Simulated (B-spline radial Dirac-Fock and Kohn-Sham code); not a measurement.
System: the La⁷⁺ ion in the configuration [Kr] 4d10 5s2 5p2. Model: the independent-particle Dirac-Slater model, thresholds from Dirac-Fock. Program: a B-spline atomic structure program.

Task: Which of the sources Ag Lα (2984.4 eV), Cu Kα (8047.8 eV), Ga Kα (9251.7 eV), Mo Kα (17479.3 eV) can ionise the 3d5/2 level, and how does the cross section change among them?

Result: The computed threshold is 937.8 eV, so all of them can. Cross sections: Ag Lα 50.3 kb, Cu Kα 1.76 kb, Ga Kα 1.06 kb, Mo Kα 0.0930 kb. From the first to the last it falls by a factor of 540.
